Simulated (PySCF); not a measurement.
Isomers of C5H7O2PS, mass 161.990 u with the commonest isotopes. The calculation used PBE0/pcSseg-1 in PySCF (dipole) on a GFN2-xTB geometry, gas phase. One conformer each, none proved a minimum here; rigid rotors.

Task: Order these by out-of-plane moment Σ m c² = (Ia + Ib − Ic)/2, smallest first.
A. `[CH3:1][P@@:2](=[O:3])([OH:4])[c:5]1[cH:6][cH:7][s:8][cH:9]1` with C1–P2–O4–H -136°, C1–P2–C5–C6 108°
B. `[CH3:1][O:2][c:3]1[p:4][cH:5][s:6][c:7]1[O:8][CH3:9]` with C1–O2–C3–P4 0°, S6–C7–O8–C9 2°
C. `[CH3:1][P@:2](=[O:3])([OH:4])[c:5]1[cH:6][cH:7][cH:8][s:9]1` with C1–P2–O4–H 139°, C1–P2–C5–C6 -130°

Result: B (3.21 u·Å²), C (61.26 u·Å²), A (65.60 u·Å²).

Task: Order these by rotational constant A, smallest first.
A. `[CH3:1][O:2][c:3]1[p:4][cH:5][s:6][c:7]1[O:8][CH3:9]` with C1–O2–C3–P4 0°, S6–C7–O8–C9 2°
B. `[CH3:1][P@:2](=[O:3])([OH:4])[c:5]1[cH:6][cH:7][cH:8][s:9]1` with C1–P2–O4–H 139°, C1–P2–C5–C6 -130°
C. `[CH3:1][P@@:2](=[O:3])([OH:4])[c:5]1[cH:6][cH:7][s:8][cH:9]1` with C1–P2–O4–H -136°, C1–P2–C5–C6 108°

Result: A (1692 MHz), B (2353 MHz), C (2621 MHz).

Task: Order these by radius of gyration √(Σ m r²/M), smallest first.
A. `[CH3:1][P@@:2](=[O:3])([OH:4])[c:5]1[cH:6][cH:7][s:8][cH:9]1` with C1–P2–O4–H -136°, C1–P2–C5–C6 108°
B. `[CH3:1][P@:2](=[O:3])([OH:4])[c:5]1[cH:6][cH:7][cH:8][s:9]1` with C1–P2–O4–H 139°, C1–P2–C5–C6 -130°
C. `[CH3:1][O:2][c:3]1[p:4][cH:5][s:6][c:7]1[O:8][CH3:9]` with C1–O2–C3–P4 0°, S6–C7–O8–C9 2°

Result: B (2.122 Å), C (2.153 Å), A (2.241 Å).

```
              SMILES  point group  Ia (u·Å²)  Ib (u·Å²)  Ic (u·Å²)      κ  μa (D)  μb (D)  μc (D)
 C[P@](=O)(O)c1cccs1           C1     214.78     575.62     667.88  -0.85    2.07    1.50    0.09
C[P@@](=O)(O)c1ccsc1           C1     192.85     686.45     748.09  -0.94    1.48    1.73    0.94
         COc1pcsc1OC            –     298.65     455.19     747.42  -0.15    1.40    0.01    0.05
```
